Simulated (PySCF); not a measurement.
C4H10PSi: g tensor and hyperfine couplings

C4H10PSi (doublet state).
Geometry (GFN2-xTB, Å), atoms numbered from 1 in this order:
```xyz
16
C4H10PSi angstrom
C     -1.2523   -1.3115    0.0406
C     -1.4098    0.1257   -0.3827
C     -0.4407    0.7317   -1.3418
C     -0.4451    1.1756    0.0999
Si     1.0311    0.7731    1.2096
P      2.4831   -0.6072    0.2086
H     -0.2027   -1.6015    0.0223
H     -1.7995   -1.9677   -0.6350
H     -1.6381   -1.4584    1.0487
H     -2.4461    0.4338   -0.4763
H      0.3873    0.1191   -1.6735
H     -0.7979    1.4204   -2.0936
H     -0.8813    2.1501    0.2886
H      1.7088    2.0584    1.4808
H      2.1687   -1.7437    0.9372
H      3.5268   -0.2889    1.0576
```

The hyperfine couplings belong to this conformer and change with its torsions.

As a line formula: `C[C@@H]1C[C@@H]1[SiH]P` [radical].

Computed with UKS B3LYP, pcH-1 on C H P Si, non-relativistic, mean-field spin-orbit, GIAO in PySCF. Geometry: GFN2-xTB, one conformer, isolated molecule. Couplings are sensitive to structure, and on GFN2-xTB geometries they can be far from those on DFT ones, by a factor of two or more for some ions and for spin on atoms past the first row. No stability test was run, so a lower SCF solution isn't excluded.

```json
{"g1, g2, g3": "2.00206, 2.00399, 2.00568", "g_iso": "2.00391", "Form of g": "rhombic: the two nearest values differ by 47 % of g3 − g1", "⟨S²⟩": "0.7520 (exact 0.7500)", "α and β electrons": "32, 31", "HOMO–LUMO gap, α and β orbitals": "5.42, 4.78 eV", "Total energy": "-789.25469 Eh"}
```

Hyperfine couplings atom by atom, in 10⁻⁴ cm⁻¹; T1 to T3 are the principal values of the dipolar part (1 × 10⁻⁴ cm⁻¹ = 2.998 MHz):

| atom | isotope | a_iso | of which spin–orbit | T1 | T2 | T3 | Mulliken spin population |
| --- | --- | --- | --- | --- | --- | --- | --- |
| C1 | 13C | -0.1 | 0.0 | -0.3 | 0.1 | 0.2 | 0.00 |
| C2 | 13C | 1.7 | 0.0 | -0.5 | -0.4 | 0.9 | 0.01 |
| C3 | 13C | 5.2 | 0.0 | -1.5 | -1.4 | 2.9 | 0.04 |
| C4 | 13C | 9.2 | 0.0 | -1.8 | -1.5 | 3.3 | 0.00 |
| Si5 | 29Si | -153.6 | 0.3 | -52.4 | 25.8 | 26.6 | 0.86 |
| P6 | 31P | -5.1 | -0.1 | -16.8 | -14.1 | 30.9 | 0.09 |
| H7 | 1H | -0.1 | 0.0 | -0.8 | -0.6 | 1.3 | 0.00 |
| H8 | 1H | -0.3 | 0.0 | -0.4 | -0.2 | 0.6 | 0.00 |
| H9 | 1H | 0.2 | 0.0 | -0.7 | -0.4 | 1.1 | 0.00 |
| H10 | 1H | -0.2 | 0.0 | -0.4 | -0.4 | 0.8 | 0.00 |
| H11 | 1H | -0.5 | 0.0 | -1.0 | 0.0 | 1.0 | 0.00 |
| H12 | 1H | 2.4 | 0.0 | -0.9 | -0.2 | 1.1 | 0.00 |
| H13 | 1H | -0.3 | 0.0 | -1.3 | -0.3 | 1.6 | 0.00 |
| H14 | 1H | 12.1 | 0.0 | -2.9 | 0.2 | 2.6 | 0.00 |
| H15 | 1H | 15.2 | 0.0 | -1.3 | -0.4 | 1.7 | 0.01 |
| H16 | 1H | -1.0 | 0.0 | -1.2 | 0.0 | 1.2 | 0.00 |

The Mulliken spin populations are largest on Si5 (+0.86) and P6 (+0.09). Si5 is the only atom above +0.15. The angles at Si5 add up to 327.0°, so it is pyramidal.

Under fast tumbling the dipolar parts average out, and these isotropic splittings remain: 1 × 1H (H14, I = 1/2, 2 lines) with 1.29 mT, 2 × 1H (H15/H16, I = 1/2, 3 lines) with 0.76 mT, 1 × 31P (P6, I = 1/2, 2 lines) with 0.55 mT, 1 × 1H (H12, I = 1/2, 2 lines) with 0.25 mT, 1 × 1H (H11, I = 1/2, 2 lines) with 0.06 mT and 1 × 1H (H13, I = 1/2, 2 lines) with 0.04 mT.

Class means assume fast exchange of nuclei equivalent by connectivity; if that motion is slow, each nucleus keeps its own coupling. The 1H value of +21.2 MHz is a mean of couplings from -3.1 to 45.5 MHz in this one geometry, not an average over conformers.

The 13C coupling of C4 (27.7 MHz) shows only in satellite lines or after enrichment, since that isotope makes up about 1.07 % of natural carbon.

The 29Si coupling of Si5 (-460.4 MHz) shows only in satellite lines or after enrichment, since that isotope makes up about 4.7 % of natural silicon.

Examples of negative spin density at the nucleus (bohr⁻³): P6 (-0.0083).
